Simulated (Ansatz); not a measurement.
Be4O4H16. The state is a triplet with charge 0. Geometry r2SCAN-D4/def2-SVP, that of the neutral singlet; atoms count from 1.

```xyz
24

O    -1.365   -1.671    0.333
O     2.043    0.738   -0.212
O    -0.246    0.803    2.014
O    -0.432    0.129   -2.135
Be   -2.316   -0.391    0.166
Be    0.691   -0.484    2.198
Be    0.506   -1.162   -1.984
Be    1.119    2.037   -0.380
H    -0.872   -2.052   -0.475
H    -0.800   -1.784    1.176
H     2.148    0.298    0.703
H     2.074    0.032   -0.949
H    -1.235    0.690    1.787
H     0.122    1.647    1.573
H    -1.396    0.105   -1.800
H    -0.041    1.064   -2.015
H    -2.517    0.354    1.319
H    -2.627   -0.050   -1.142
H     0.022   -1.694    2.311
H     2.045   -0.268    1.986
H     1.870   -0.906   -1.973
H    -0.150   -2.337   -1.647
H     0.622    2.251   -1.658
H     0.735    2.650    0.804
```

In the triplet geometry the species has come apart into loosely held pieces. At PBE0-D4/def2-TZVP a singlet of charge 0 lies 5.70 eV below the triplet at the same geometry.

Q: Estimate the Mulliken populations from the PBE0/def2-TZVP orbitals of Ansatz.

A: 
| atom | charge (e) | spin (α − β) |
| --- | --- | --- |
| O1 | -0.37 | 0.01 |
| O2 | -0.35 | 0.00 |
| O3 | -0.33 | 0.03 |
| O4 | -0.33 | 0.03 |
| Be5 | -0.05 | 0.23 |
| Be6 | 0.03 | 0.06 |
| Be7 | 0.03 | 0.06 |
| Be8 | -0.29 | 0.84 |
| H9 | 0.28 | 0.00 |
| H10 | 0.28 | 0.00 |
| H11 | 0.28 | 0.00 |
| H12 | 0.28 | 0.00 |
| H13 | 0.27 | 0.00 |
| H14 | 0.24 | 0.04 |
| H15 | 0.27 | 0.00 |
| H16 | 0.24 | 0.04 |
| H17 | -0.08 | 0.05 |
| H18 | -0.08 | 0.05 |
| H19 | -0.09 | 0.04 |
| H20 | -0.09 | 0.04 |
| H21 | -0.09 | 0.04 |
| H22 | -0.09 | 0.04 |
| H23 | 0.01 | 0.21 |
| H24 | 0.01 | 0.21 |
Mulliken values and Mayer orders depend strongly on the basis.

Q: Where does the spin sit?

A: Summed by element: O 0.06, Be 1.19, H 0.75, of 2 unpaired in all. Largest on single atoms: Be8 0.84, Be5 0.23, H23 0.21.

Q: And the Mayer bond orders between bonded heavy atoms (over 0.3)?

A: O1–Be5 0.79 (1.60 Å); O2–Be8 0.77 (1.60 Å); O3–Be6 0.82 (1.60 Å); O4–Be7 0.82 (1.60 Å).
